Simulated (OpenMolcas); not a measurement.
An OpenMolcas run meant for O+ (ANO-R2, X2C; inactive shells 1s 2s; intended active space 3 electrons in 3 orbitals (2p)). One step of its input:

```
&CASPT2
Multistate=1 1
Frozen=0 0
IPEA=0.25
Imaginary=0.1
MaxIter=60
WThr=0.0 0.3 0.05
PrWF=0.5
NoMix
Shift=0.2
Sig2=0.3
```

Lines from the output:

```
|
   --------------------------------------------------------------------------------------
++ ---------   Input file   ---------
>>> COPY JOB001 $Project.JobIph
&CASPT2
Multistate=1 1
Frozen=0 0
IPEA=0.25
Imaginary=0.1
MaxIter=60
WThr=0.0 0.3 0.05
PrWF=0.5
NoMix
Shift=0.2
Sig2=0.3
-- ----------------------------------
>>> COPY JOB001 a.JobIph
*** symbolic link created: INPORB -> a.RasOrb
--- Start Module: caspt2 at  ---
()()()()()()()()()()()()()()()()()()()()()()()()()()()()()()()()()()()()()()()()()()()()()()()()()()
                                              &CASPT2
                                   only a single process is used
                       available to each process: 2.3 GB of memory, 1 thread
()()()()()()()()()()()()()()()()()()()()()()()()()()()()()()()()()()()()()()()()()()()()()()()()()()
 ###    ERROR: More than one intruder-state removal technique                ###
 ###    active: SHIFt/IMAGinary/SIG1/SIG2 are mutually exclusive!            ###
--- Stop Module: caspt2 at  /rc=_RC_INPUT_ERROR_ ---
.####################.
.# User input error #.
.####################.
```

**Question.** What is wrong with the input?

**Answer.** More than one intruder-state remedy is switched on.
